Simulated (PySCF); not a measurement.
PySCF job for FeCl2, SMILES [Fe]([Cl])[Cl] (connectivity only; charge and spin as stated), neutral, multiplicity 5, TDA-M06-2X/def2-SVPD. Geometry optimised at B3LYP-D3(BJ)/def2-TZVP. The multiplicity is an assumed one; other spin states were not compared. The isomer is the one that the SMILES or the coordinates give; other isomers of the formula were not compared.

```python
import numpy as np
from pyscf import gto, scf, dft, tdscf

mol = gto.M(
    atom='''
    Fe    0.00000000    0.00000000    0.00000000
    Cl    0.00000000    0.00000000   -2.14443135
    Cl    0.00000000    0.00000000    2.14443135
    ''',
    basis='def2-SVPD',
    charge=0,
    spin=4,
    max_memory=1600,
    verbose=4,
)
mf = dft.UKS(mol, xc='m06-2x').density_fit(auxbasis='def2-universal-jkfit')
mf.grids.level = 4
mf.conv_tol = 1e-9
mf.max_cycle = 100
mf.kernel()
fine, coarse = mf.grids, dft.Grids(mol).set(level=1).build(with_non0tab=True)
for _ in range(3):  # follow internal instabilities
    mf.grids = coarse
    mo, _, stable, _ = mf.stability(return_status=True, nroots=4)
    mf.grids = fine
    if stable:
        break
    mf.kernel(mf.make_rdm1(mo, mf.mo_occ))
mf.grids = dft.Grids(mol).set(level=2).build(with_non0tab=True)  # coarser grid for the response kernel
td = tdscf.TDA(mf)
td.nstates = 10
td.conv_tol = 1e-4
td.positive_eig_threshold = 1e-6
td.kernel(x0=td.get_init_guess(mf, 15))
td.analyze()
```

Output:

```
[...]
  alpha nocc = 32  HOMO = -0.380295286463276  LUMO = -0.00728166988041197
  beta  nocc = 28  HOMO = -0.392507592269695  LUMO = -0.108529771907754
  HOMO = -0.380295286463  LUMO = -0.108529771908  gap/eV = 7.39512
cycle= 12 E= -2183.73891800937  delta_E= 4.58e-06  |g|= 0.000966  |ddm|= 0.00356
  alpha nocc = 32  HOMO = -0.380286614899122  LUMO = -0.00728871243556399
  beta  nocc = 28  HOMO = -0.392478356779851  LUMO = -0.108013312248161
  HOMO = -0.380286614899  LUMO = -0.108013312248  gap/eV = 7.40893
cycle= 13 E= -2183.73890805716  delta_E= 9.95e-06  |g|= 0.00127  |ddm|= 0.00976
  alpha nocc = 32  HOMO = -0.380322870856989  LUMO = -0.00726763181062282
  beta  nocc = 28  HOMO = -0.392507427592654  LUMO = -0.108623425337679
  HOMO = -0.380322870857  LUMO = -0.108623425338  gap/eV = 7.39332
cycle= 14 E= -2183.73890006767  delta_E= 7.99e-06  |g|= 0.000612  |ddm|= 0.0194
  alpha nocc = 32  HOMO = -0.380339118341049  LUMO = -0.00719334241794152
  beta  nocc = 28  HOMO = -0.392528324189894  LUMO = -0.10932383464297
  HOMO = -0.380339118341  LUMO = -0.109323834643  gap/eV = 7.37470
cycle= 15 E= -2183.73890027996  delta_E= -2.12e-07  |g|= 7.6e-05  |ddm|= 0.00351
  alpha nocc = 32  HOMO = -0.380337238914339  LUMO = -0.00720320477850807
  beta  nocc = 28  HOMO = -0.392526776136265  LUMO = -0.109275814924333
  HOMO = -0.380337238914  LUMO = -0.109275814924  gap/eV = 7.37596
cycle= 16 E= -2183.7389002837  delta_E= -3.74e-09  |g|= 1.76e-05  |ddm|= 0.000638
  alpha nocc = 32  HOMO = -0.380339792501426  LUMO = -0.00720378752315303
  beta  nocc = 28  HOMO = -0.392529617697737  LUMO = -0.109267751020266
  HOMO = -0.380339792501  LUMO = -0.10926775102  gap/eV = 7.37625
cycle= 17 E= -2183.73890028376  delta_E= -5.73e-11  |g|= 6.66e-06  |ddm|= 6.71e-05
  alpha nocc = 32  HOMO = -0.38033815170987  LUMO = -0.0072044245424695
  beta  nocc = 28  HOMO = -0.392528382596072  LUMO = -0.109269405291816
  HOMO = -0.38033815171  LUMO = -0.109269405292  gap/eV = 7.37616
Extra cycle  E= -2183.73890028385  delta_E= -9.09e-11  |g|= 5.78e-06  |ddm|= 2.3e-05
converged SCF energy = -2183.73890028385  <S^2> = 6.0108996  2S+1 = 5.0043579
uhf_internal: lowest eigs of H = [-0.03983974  0.03403305  0.03403918  0.04046281]
<class 'pyscf.df.df_jk.DFUKS'> wavefunction has an internal instability


******** <class 'pyscf.df.df_jk.DFUKS'> ********
method = DFUKS
initial guess = minao
damping factor = 0
level_shift factor = 0
DIIS = <class 'pyscf.scf.diis.CDIIS'>
diis_start_cycle = 1
diis_space = 8
diis_damp = 0
SCF conv_tol = 1e-09
SCF conv_tol_grad = None
SCF max_cycles = 100
direct_scf = False
number electrons alpha = 32  beta = 28
XC library pyscf.dft.libxc version 7.1.2
    S. Lehtola, C. Steigemann, M. J. T. Oliveira, and M. A. L. Marques,  SoftwareX 7, 1–5 (2018)
XC functionals = m06-2x
    Y. Zhao and D. G. Truhlar,  Theor. Chem. Acc. 120, 215 (2008)
    Y. Zhao and D. G. Truhlar,  Theor. Chem. Acc. 120, 215 (2008)
radial grids:
    Treutler-Ahlrichs [JCP 102, 346 (1995); DOI:10.1063/1.469408] (M4) radial grids

becke partition: Becke, JCP 88, 2547 (1988); DOI:10.1063/1.454033
pruning grids: <function nwchem_prune>
grids dens level: 4
symmetrized grids: False
atomic radii adjust function: <function treutler_atomic_radii_adjust>
small_rho_cutoff = 0
Set gradient conv threshold to 3.16228e-05
init E= -2183.73861434669
  alpha nocc = 32  HOMO = -0.37992644384224  LUMO = -0.00715109034410545
  beta  nocc = 28  HOMO = -0.392412253925654  LUMO = -0.108088790311939
  HOMO = -0.379926443842  LUMO = -0.108088790312  gap/eV = 7.39708
cycle= 1 E= -2183.73973222946  delta_E= -0.00112  |g|= 0.0122  |ddm|= 0.0262
  alpha nocc = 32  HOMO = -0.380523489428969  LUMO = -0.00762443086152467
  beta  nocc = 28  HOMO = -0.392564482330426  LUMO = -0.111344092420993
  HOMO = -0.380523489429  LUMO = -0.111344092421  gap/eV = 7.32474
cycle= 2 E= -2183.73976560869  delta_E= -3.34e-05  |g|= 0.0117  |ddm|= 0.0194
  alpha nocc = 32  HOMO = -0.380393657036997  LUMO = -0.00712147332340477
  beta  nocc = 28  HOMO = -0.392619466297174  LUMO = -0.109065939780226
  HOMO = -0.380393657037  LUMO = -0.10906593978  gap/eV = 7.38320
cycle= 3 E= -2183.73983200599  delta_E= -6.64e-05  |g|= 0.00305  |ddm|= 0.0116
  alpha nocc = 32  HOMO = -0.380201138486167  LUMO = -0.00726810271505132
  beta  nocc = 28  HOMO = -0.39242702850633  LUMO = -0.109430480774436
  HOMO = -0.380201138486  LUMO = -0.109430480774  gap/eV = 7.36804
cycle= 4 E= -2183.73986750747  delta_E= -3.55e-05  |g|= 0.00275  |ddm|= 0.00766
  alpha nocc = 32  HOMO = -0.380317454580396  LUMO = -0.00721019255131517
  beta  nocc = 28  HOMO = -0.392530739385509  LUMO = -0.10933051352659
  HOMO = -0.38031745458  LUMO = -0.109330513527  gap/eV = 7.37393
cycle= 5 E= -2183.73989546558  delta_E= -2.8e-05  |g|= 0.00263  |ddm|= 0.00608
  alpha nocc = 32  HOMO = -0.380255048622126  LUMO = -0.00718142890096304
  beta  nocc = 28  HOMO = -0.392467600633412  LUMO = -0.109282913990453
  HOMO = -0.380255048622  LUMO = -0.10928291399  gap/eV = 7.37353
cycle= 6 E= -2183.74009661113  delta_E= -0.000201  |g|= 0.00204  |ddm|= 0.049
  alpha nocc = 32  HOMO = -0.380313838828582  LUMO = -0.00722814278423232
  beta  nocc = 28  HOMO = -0.39254113750717  LUMO = -0.109359163182173
  HOMO = -0.380313838829  LUMO = -0.109359163182  gap/eV = 7.37305
cycle= 7 E= -2183.74029954807  delta_E= -0.000203  |g|= 0.00282  |ddm|= 0.116
  alpha nocc = 32  HOMO = -0.380299260594186  LUMO = -0.00722267431367331
  beta  nocc = 28  HOMO = -0.392525571251307  LUMO = -0.109346444334266
  HOMO = -0.380299260594  LUMO = -0.109346444334  gap/eV = 7.37300
cycle= 8 E= -2183.74030125118  delta_E= -1.7e-06  |g|= 0.00237  |ddm|= 0.00457
  alpha nocc = 32  HOMO = -0.380295288147368  LUMO = -0.00722842629953118
  beta  nocc = 28  HOMO = -0.392515240079245  LUMO = -0.109335114301497
  HOMO = -0.380295288147  LUMO = -0.109335114301  gap/eV = 7.37320
cycle= 9 E= -2183.74030232485  delta_E= -1.07e-06  |g|= 0.000601  |ddm|= 0.011
  alpha nocc = 32  HOMO = -0.380288031387568  LUMO = -0.00721972291367173
  beta  nocc = 28  HOMO = -0.392508295134619  LUMO = -0.109327230446963
  HOMO = -0.380288031388  LUMO = -0.109327230447  gap/eV = 7.37322
cycle= 10 E= -2183.74030418585  delta_E= -1.86e-06  |g|= 0.000182  |ddm|= 0.0112
  alpha nocc = 32  HOMO = -0.380290530891249  LUMO = -0.00722098734763034
  beta  nocc = 28  HOMO = -0.392510604983895  LUMO = -0.1093304926002
  HOMO = -0.380290530891  LUMO = -0.1093304926  gap/eV = 7.37320
cycle= 11 E= -2183.74030422206  delta_E= -3.62e-08  |g|= 3.91e-05  |ddm|= 0.000558
  alpha nocc = 32  HOMO = -0.380290186658563  LUMO = -0.0072220998313678
  beta  nocc = 28  HOMO = -0.392510263193141  LUMO = -0.109332184149222
  HOMO = -0.380290186659  LUMO = -0.109332184149  gap/eV = 7.37314
cycle= 12 E= -2183.7403042306  delta_E= -8.54e-09  |g|= 1.78e-05  |ddm|= 0.000774
  alpha nocc = 32  HOMO = -0.380290063629989  LUMO = -0.0072222788772783
  beta  nocc = 28  HOMO = -0.392510253420402  LUMO = -0.109332462235036
  HOMO = -0.38029006363  LUMO = -0.109332462235  gap/eV = 7.37313
cycle= 13 E= -2183.74030423093  delta_E= -3.32e-10  |g|= 2.36e-06  |ddm|= 6.66e-05
  alpha nocc = 32  HOMO = -0.380290221763893  LUMO = -0.00722225328852287
  beta  nocc = 28  HOMO = -0.392510389700924  LUMO = -0.109332632994569
  HOMO = -0.380290221764  LUMO = -0.109332632995  gap/eV = 7.37313
Extra cycle  E= -2183.74030423093  delta_E= -4.55e-12  |g|= 1.51e-06  |ddm|= 3.34e-06
converged SCF energy = -2183.74030423093  <S^2> = 6.0106812  2S+1 = 5.0042707
uhf_internal: lowest eigs of H = [0.0369567  0.04786718 0.05056517 0.05056686]
<class 'pyscf.df.df_jk.DFUKS'> wavefunction is stable in the internal stability analysis
tot grids = 36752
Overwritten attributes  positive_eig_threshold  of <class 'pyscf.tdscf.uks.TDA'>


******** <class 'pyscf.tdscf.uks.TDA'> for <class 'pyscf.df.df_jk.DFUKS'> ********
nstates = 10
deg_eia_thresh = 1.000e-03
wfnsym = None
conv_tol = 0.0001
eigh lindep = 1e-12
eigh level_shift = 0
eigh max_cycle = 100


Excitation energies (eV)
[0.18802656 0.35434417 0.35434678 4.55907714 4.55907769 4.7538584
 4.75386764 5.11019901 5.99206379 6.04489337]

** Excitation energies and oscillator strengths **
Excited State   1:      0.18803 eV   6593.97 nm  f=0.0000
      24b ->   29b     -0.85362
      24b ->   35b      0.40774
      24b ->   37b     -0.18158
      24b ->   38b     -0.24105
Excited State   2:      0.35434 eV   3498.98 nm  f=0.0000
      24b ->   30b      0.95250
      24b ->   31b      0.23106
      24b ->   52b      0.17389
Excited State   3:      0.35435 eV   3498.95 nm  f=0.0000
      24b ->   30b      0.23106
      24b ->   31b     -0.95250
      24b ->   53b     -0.17389
Excited State   4:      4.55908 eV    271.95 nm  f=0.0000
      25b ->   29b     -0.40349
      26b ->   29b      0.90472
      26b ->   35b     -0.10305
Excited State   5:      4.55908 eV    271.95 nm  f=0.0000
      25b ->   29b      0.90472
      25b ->   35b     -0.10305
      26b ->   29b      0.40349
Excited State   6:      4.75386 eV    260.81 nm  f=0.0158
      27b ->   29b      0.14331
      28b ->   29b      0.97537
      28b ->   35b     -0.10852
Excited State   7:      4.75387 eV    260.81 nm  f=0.0158
      27b ->   29b      0.97537
      27b ->   35b     -0.10852
      28b ->   29b     -0.14331
Excited State   8:      5.11020 eV    242.62 nm  f=0.0000
      23b ->   29b     -0.98777
      23b ->   35b      0.11975
Excited State   9:      5.99206 eV    206.91 nm  f=0.0000
      25b ->   31b      0.68769
      26b ->   30b     -0.68783
      27b ->   34b     -0.14171
      28b ->   33b      0.14173
Excited State  10:      6.04489 eV    205.11 nm  f=0.0000
      25b ->   34b     -0.13892
      26b ->   33b      0.13898
      27b ->   30b     -0.14490
      27b ->   31b      0.67443
      28b ->   30b     -0.67471
      28b ->   31b     -0.14485

** Transition electric dipole moments (AU) **
state          X           Y           Z        Dip. S.      Osc.
  1        -0.0000      0.0000     -0.0000      0.0000      0.0000
  2        -0.0000     -0.0000      0.0000      0.0000      0.0000
  3        -0.0000     -0.0000      0.0000      0.0000      0.0000
  4         0.0000     -0.0000      0.0000      0.0000      0.0000
  5        -0.0000      0.0000      0.0000      0.0000      0.0000
  6         0.0532      0.3650     -0.0000      0.1361      0.0158
  7         0.3650     -0.0532      0.0000      0.1361      0.0158
  8         0.0000     -0.0000      0.0179      0.0003      0.0000
  9         0.0000     -0.0000      0.0000      0.0000      0.0000
 10         0.0000      0.0000     -0.0000      0.0000      0.0000

** Transition velocity dipole moments (imaginary part, AU) **
state          X           Y           Z        Dip. S.      Osc.
  1        -0.0000      0.0000     -0.0000      0.0000      0.0000
  2         0.0000     -0.0000     -0.0000      0.0000      0.0000
  3        -0.0000     -0.0000     -0.0000      0.0000      0.0000
  4        -0.0000     -0.0000     -0.0000      0.0000      0.0000
  5        -0.0000     -0.0000      0.0000      0.0000      0.0000
  6         0.0011      0.0078     -0.0000      0.0001      0.0002
  7         0.0078     -0.0011      0.0000      0.0001      0.0002
  8        -0.0000      0.0000     -0.0296      0.0009      0.0031
  9         0.0000      0.0000     -0.0000      0.0000      0.0000
 10        -0.0000     -0.0000     -0.0000      0.0000      0.0000

** Transition magnetic dipole moments (imaginary part, AU) **
state          X           Y           Z
  1         0.0000     -0.0000      0.0000
  2         0.4209      0.9348     -0.0000
  3        -0.9348      0.4209     -0.0000
  4        -0.6614     -0.1804      0.0000
  5        -0.1804      0.6614      0.0000
  6        -0.0000     -0.0000     -0.0000
  7         0.0000      0.0000      0.0000
  8         0.0000     -0.0000     -0.0000
  9        -0.0000      0.0000     -0.0208
 10         0.0000     -0.0000     -0.0000
```

Self-consistency was reached.

Cost: roughly 110 core-seconds.
